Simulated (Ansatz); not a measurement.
Isolated molecules relaxed with PBE0-D4/def2-TZVP in Ansatz; ΔE leaves out vibrations. CBS: MP2 limit from def2 TZ/QZ plus the TZ coupled-cluster correction, frozen cores. This one scheme is used for every species, atoms too. DFT in def2-TZVPP. B3LYP here is the variant with VWN-RPA as its local correlation; programs differ in this. No spin–orbit coupling; open shells (•) take unrestricted orbitals. Spin–orbit coupling would lower the free atoms: a little for C, F, O, Si. Each species was taken in one conformer, which may not be the lowest.

Consider the atomization: `NCO[SiH](O)F` → C• + F• + 6 H• + N• + 2 O• + Si•.

`NCO[SiH](O)F`:

Cartesian coordinates in Å:
```
N 2.305 0.014 0.402
C 0.924 0.249 0.607
O 0.103 -0.350 -0.404
Si -1.419 0.080 -0.765
O -2.491 -0.214 0.424
F -1.782 -0.777 -2.053
H 2.620 0.404 -0.477
H 2.514 -0.975 0.403
H 0.631 -0.164 1.575
H 0.747 1.330 0.622
H -1.544 1.514 -1.071
H -2.608 -1.112 0.736
```

| level | ΔE (eV) | difference from CCSD(T)/CBS |
| --- | --- | --- |
| PBE-D4 | 49.68 | 0.63 |
| r2SCAN-D4 | 48.79 | -0.26 |
| PBE0-D4 | 48.49 | -0.56 |
| B3LYP-D4 | 48.74 | -0.31 |
| ωB97X-V | 48.99 | -0.06 |
| ωB97M-V | 49.03 | -0.02 |
| B2PLYP | 48.36 | -0.69 |
| r2SCAN | 48.74 | -0.31 |
| HF/def2-TZVPP | 34.39 | -14.66 |
| CCSD(T)/def2-TZVPP | 47.52 | -1.53 |
| HF/def2-QZVPP | 34.52 | -14.53 |
| MP2/def2-QZVPP | 49.66 | 0.61 |
| SCS-MP2/def2-QZVPP | 49.43 | 0.38 |
| HF/CBS(def2) | 34.54 | -14.51 |
| MP2/CBS(def2) | 50.27 | 1.22 |
| CCSD/CBS(def2) | 48.30 | -0.75 |
| CCSD(T)/CBS | 49.05 | 0 |

Largest T1 diagnostic among the species: 0.012.

From PBE to PBE0 (25 % exact exchange), in def2-TZVPP and without D4, ΔE moves by −1.16 eV: exact exchange takes away binding that semilocal exchange gives to molecules. The D4 term adds +0.37 eV with B3LYP and +0.19 eV with PBE0; it sums over pairs of atoms, weighted by their polarisabilities, and B3LYP, whose exchange is more repulsive, gets the larger term.

For atomizations the MP2-based limit and the directly extrapolated one differ by several kJ/mol either way, and by 10 to 25 for some Ge, Se and Sn compounds, so smaller differences from it don't rank the levels.
